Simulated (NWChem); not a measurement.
Molecule: CH$_{3}$BiF$_{2}$; SMILES [CH3][Bi]([F])[F]

def2 effective core potentials on Bi; no spin-orbit coupling.

Give the equilibrium geometry at PBE0/def2-SVP with def2 effective core potentials on Bi (NWChem) as a Z-matrix, with the point group.

point group Cs; any orientation.
```
C
H 1 1.0991
H 1 1.0992 2 110.01
H 1 1.0993 2 110.76 3 -122.78
Bi 1 2.2503 2 106.51 3 115.06
F 5 2.0352 1 92.51 2 -10.39
F 5 2.0352 6 96.38 2 96.98
```
